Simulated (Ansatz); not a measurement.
Basis-set extrapolation for CH₆AlNS (`C[NH][AlH][SH]`) (PBE0-D4/def2-TZVP geometry, frozen core, Ansatz 0.2.0). Multiplicity 1, RHF reference.

|  | def2-TZVPP | def2-QZVPP |
| --- | --- | --- |
| HF | -735.391804 | -735.415047 |
| MP2 correlation | -0.646851 | -0.695112 |
| CCSD(T) correlation | -0.721576 | not run |

Energies in hartree. Use E(X) = E(∞) + A·exp(−7.88·√X) for Hartree–Fock and E(X) = E(∞) + B·X^(−2.97) for correlation, with X = 3 and 4, and add CCSD(T) minus MP2 of the smaller set to the MP2 limit.

Problem. What is the CCSD(T) energy at the basis-set limit?

Solution. HF limit: -735.415047 + (-0.023243) × 0.13774 = -735.41825. MP2 limit: -0.695112 + (-0.048261) × 0.74074 = -0.73086. Higher-order term: -0.721576 − (-0.646851) = -0.07473. Total: -736.22384 hartree, 290.0 kJ/mol below CCSD(T)/def2-TZVPP.
